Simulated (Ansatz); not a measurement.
A structure relaxed at PBE-D4/def2-TZVP in Ansatz, charge 0, singlet:

Cartesian coordinates in Å:
```
Cu -0.4076 0.9170 0.4332
N 0.3211 -0.7212 -0.3412
H 0.5437 -0.6027 -1.3343
H -0.3416 -1.4993 -0.2687
H 1.1829 -1.0107 0.1313
I -1.2984 2.9170 1.3797
```

Give its formula, name or SMILES and point group.

Cu(NH3)I (CuINH₃). Point group C3v (tolerance 0.1 Å).

Summarise the bond lengths by kind (pairs closer than 1.2 times the sum of covalent radii, bridged metal pairs left out).

1 × Cu–N 1.95 Å; 1 × Cu–I 2.39 Å; 3 × H–N 1.02 Å. The metal has 2 neighbours: N 1.95 Å, I 2.39 Å.

In the def2 sets I takes a core potential; there is no spin–orbit coupling.
